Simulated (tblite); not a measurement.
Problem. Write Cartesian coordinates for `CC(C)[C]1OCC1=O` [radical] as optimised with GFN2-xTB. (Doublet state.)

Solution. 
```xyz
17
C6H9O2 angstrom
C     -1.5680   -1.1234    0.0312
C     -0.8506    0.1689    0.4616
C     -1.3202    1.3507   -0.3877
C      0.6094   -0.0060    0.3144
O      1.4557   -0.4686    1.2780
C      2.5898   -0.3966    0.3827
C      1.6109    0.1248   -0.6917
O      1.7077    0.4725   -1.8516
H     -1.3709   -1.3269   -1.0182
H     -2.6397   -1.0102    0.1718
H     -1.2248   -1.9673    0.6244
H     -1.0666    0.3468    1.5212
H     -0.8634    2.2760   -0.0460
H     -2.4005    1.4508   -0.3233
H     -1.0409    1.1946   -1.4262
H      3.0249   -1.3788    0.2070
H      3.3404    0.3049    0.7425
```

Any rigid rotation of these coordinates is as good. Atoms count from 1 in this order. C4 (carbon bonded to 2 C and O) is planar (angles 138.9°, 125.7° and 95.4°, sum 359.9°, 0.02 Å off the plane of its three neighbours). Of the pairs four or more bonds apart, C7···H15 is among the closest relative to their van der Waals radii: 2.95 Å, 102 % of the sum of Bondi's values. The 4-membered ring C4–O5–C6–C7 has internal angles of 85.6° to 95.4°; it is planar, 0.00 Å rms from its mean plane, widest ring torsion 0°. The C–C distances run from 1.426 Å (C4–C7, drawn single in one of several resonance forms) to 1.544 Å (C6–C7, drawn single), a spread of 0.118 Å.

Bonds between heavy atoms (Å): C1–C2 1.539, C2–C3 1.529, C2–C4 1.478, C4–O5 1.363, O5–C6 1.447, C6–C7 1.544, C7=O8 1.215, C4–C7 1.426.

The geometry is computed with GFN2-xTB (gas phase). This method treats the open shell by occupation alone, without spin polarisation.

Point group: C1 (no symmetry element, even within 0.4 Å). Its GFN2-xTB frequencies are all real (lowest 17 cm⁻¹). Torsions: C1–C2–C4–O5 -91°. 3 starts were optimised and ended at 0.00, 0.54 and 0.55 kcal/mol (GFN2-xTB); the lowest of these is shown.

One conformer stands for the species.
